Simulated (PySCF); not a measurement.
# BrClGa, SMILES `[Br][Ga][Cl]` (charge 0, multiplicity 2)

Calculation: PySCF with M06-2X/def2-TZVP // PBE0-D3(BJ)/def2-TZVP.

```yaml
highest_occupied_spin_orbital: -7.92 eV
dipole_moment: 1.75 D
total_energy: -4959.3331 Ha
cost: very roughly 4 core-minutes
```

```xyz
3

Cl    -1.8945    -0.4039     0.0000
Ga    -0.0697     0.7524     0.0000
Br     1.9642    -0.3485     0.0000
```
Charge 0, spin multiplicity 2.
